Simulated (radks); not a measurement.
The numbers below are computed, except where a source is named.
Q: Pt I, 78 electrons, occupied as [Xe] 4f14 5d9 6s1. Level of theory: Dirac Kohn-Sham, PBE, spin-unpolarised, spherical densities, finite nucleus; open shells fill j = l - 1/2 first; Fermi nuclear charge, rms radius 5.427 fm (a radial shooting solver on a logarithmic mesh with Libxc functionals). Some entries of the table are withheld. Estimate them.

orbital  occ.  eigenvalue (eV)  <1/r> (bohr^-1)  <r^2> (bohr^2)
1s1/2       2        -78272.11            93.89             (1)
2s1/2       2        -13740.43              (2)        0.006146
2p1/2       2        -13173.14            23.00        0.004356
2p3/2       4        -11444.29            18.86        0.005546
3s1/2       2        -3227.166            8.457         0.03995
3p1/2       2        -2971.640            8.372         0.03647
3p3/2       4        -2591.605            7.295         0.04292
3d3/2       4        -2164.734              (3)         0.03299
3d5/2       6        -2082.817              (4)         0.03474
4s1/2       2        -693.3131            3.573          0.1946
4p1/2       2        -584.7331            3.464             (5)
4p3/2       4        -494.2320            3.090             (6)
4d3/2       4              (7)            2.884          0.2467
4d5/2       6              (8)            2.798          0.2586
5s1/2       2        -101.4216            1.433           1.021
4f5/2       6         -71.7137            2.407          0.3202
4f7/2       8         -68.2601            2.373          0.3296
5p1/2       2         -66.8102            1.304             (9)
5p3/2       4         -51.8996            1.166            (10)
5d3/2       4          -6.9277           0.8104           3.302
6s1/2       1          -5.6555           0.4350           9.959
5d5/2       5          -5.6030           0.7702           3.709

A: 
(1) 1s1/2 <r^2> (bohr^2): 0.0004063
(2) 2s1/2 <1/r> (bohr^-1): 23.03
(3) 3d3/2 <1/r> (bohr^-1): 7.192
(4) 3d5/2 <1/r> (bohr^-1): 6.945
(5) 4p1/2 <r^2> (bohr^2): 0.1989
(6) 4p3/2 <r^2> (bohr^2): 0.2321
(7) 4d3/2 eigenvalue (eV): -316.0741
(8) 4d5/2 eigenvalue (eV): -299.2424
(9) 5p1/2 <r^2> (bohr^2): 1.213
(10) 5p3/2 <r^2> (bohr^2): 1.463
